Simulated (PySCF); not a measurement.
Job for PySCF: R-B3LYP/6-31G* on N2 (SMILES N#N) with ghost functions, monomers drawn apart or pushed together.

```python
from pyscf import gto, scf, dft, mp
from pyscf.data.elements import chemcore

mol = gto.M(
    atom='''
    N    -0.14951255    0.12532483   -0.21558440
    N     0.21958874   -0.61510117   -0.92604463
    ghost-C    0.31153058    1.56697265    5.78669793
    ghost-C    1.12341852    0.37993855    5.57446462
    ghost-N    1.76306361   -0.55852903    5.39774877
    ghost-H    0.93193570    2.38715240    6.14856823
    ghost-H   -0.15752897    1.86507425    4.84897002
    ghost-H   -0.46646568    1.36384472    6.52292563
    ''',
    basis='6-31g*',
    cart=True,
    charge=0, spin=0, verbose=3, max_memory=1800)
mf = dft.RKS(mol, xc='b3lyp')
mf.conv_tol = 1e-8
mf.max_cycle = 100
mf.kernel()
if not mf.converged:
    mf = mf.newton().run(mf.mo_coeff, mf.mo_occ)
```

Output:

```
converged SCF energy = -109.523464754126
```

The run converged.

Cost: about 2.5 core-seconds (a rough figure).
